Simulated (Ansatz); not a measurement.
`N[SiH]([SiH3])[SnH3]` + `FCS` → `FC[S][SnH3]` + `N[SiH2][SiH3]`  (cleavage of the Sn–Si bond)

Computed with Ansatz on PBE0-D4/def2-TZVP structures; ΔE is electronic, products minus reactants. CBS: MP2 limit from def2 TZ/QZ plus the TZ coupled-cluster correction, frozen cores. This one scheme is used for every species. def2 core potentials past Kr. For Sn outer-core shells are correlated without core-valence functions, which leaves a few kJ/mol of doubt a bond. Each species was taken in one conformer, which may not be the lowest.

| species | CCSD(T)/CBS(def2) energy (Eh) |
| --- | --- |
| `N[SiH]([SiH3])[SnH3]` | -852.30422 |
| `FCS` | -537.40796 |
| `FC[S][SnH3]` | -752.64074 |
| `N[SiH2][SiH3]` | -637.08297 |

Question: Work out ΔE.

Answer: ΔE = (-752.64074) + (-637.08297) − (-852.30422) − (-537.40796) = -0.01153 Eh = -30.3 kJ/mol.

Largest T1 diagnostic among the species: 0.013.

In def2-TZVPP, CCSD(T) changes the Hartree–Fock value by +14.3 kJ/mol (the triples alone add +0.6 kJ/mol) and MP2 by +11.1 kJ/mol.
